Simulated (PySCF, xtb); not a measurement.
Al(H)(F)(Me) (CH4AlF), SMILES [F][AlH][CH3].

GFN2-xTB (xtb 6.7.1) at its own geometry gives an orbital gap of 4.60 eV and a dipole moment of 2.48 D.

Coordinates come from a PBE-D3(BJ)/def2-TZVP optimisation.

Task: What does PySCF with CAM-B3LYP/def2-TZVPD give? (An estimate is asked for; the answer gives what the named calculation found.)

Result: gap 9.70 eV (levels -9.74 and -0.04 eV), dipole 1.94 D.
